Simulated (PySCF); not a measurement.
Sb(Cl)(SiH3)2 (ClH6SbSi2), SMILES [Cl][Sb]([SiH3])[SiH3].

Geometry optimised at B3LYP-D3(BJ)/def2-SVP. The structure was generated by enumeration; whether it is a known compound was not checked. The def2 effective core potentials stand for the cores of Sb; spin–orbit coupling is left out.

The numbers are results of B3LYP-D3(BJ)/def2-SVP (PySCF), not measurements.

Frequencies are harmonic and unscaled.

```
mode  ν (cm⁻¹)  IR (km/mol)  Raman (Å⁴/amu)  depolarisation  moving atoms (share of kinetic energy)
----  --------  -----------  --------------  --------------  --------------------------------------
1           75          0.1             3.1            0.75                Si 45 %, H 29 %, Cl 19 %
2           84          1.6             3.7            0.75        Cl 46 %, Si 35 %, H 11 %, Sb 8 %
3           95          0.0             0.1            0.75                                  H 98 %
4          106          1.9             3.3            0.54       Si 43 %, Sb 23 %, Cl 19 %, H 15 %
5          130          0.0             0.7            0.75                         H 82 %, Si 13 %
6          296          0.9            36.5            0.11                 Si 72 %, Sb 19 %, H 9 %
7          299          0.1            16.5            0.75                 Si 71 %, Sb 20 %, H 8 %
8          339         26.1            12.0            0.25                        Cl 78 %, Sb 21 %
9          476          3.0             2.9            0.75                                  H 91 %
10         503         16.2            13.1            0.75                         H 87 %, Si 10 %
11         506          3.9             9.7            0.75                         H 89 %, Si 10 %
12         543          0.4            22.7            0.74                         H 89 %, Si 10 %
13         845        488.4             4.5            0.75                          H 92 %, Si 8 %
14         883        243.7             1.4            0.38                          H 91 %, Si 9 %
15         936         42.7            17.2            0.75                                  H 97 %
16         940         39.3            32.5            0.72                                  H 97 %
17         942          3.6            22.9            0.75                                  H 97 %
18         944         64.7            17.6            0.75                                  H 97 %
19        2199         62.8            41.1            0.75                                  H 98 %
20        2203        121.3           423.2            0.07                                  H 98 %
21        2226         44.7            59.4            0.75                                  H 97 %
22        2228         78.9           253.8            0.27                                  H 97 %
23        2236         62.9            24.9            0.75                                  H 96 %
24        2241         85.8           165.2            0.74                                  H 96 %
```
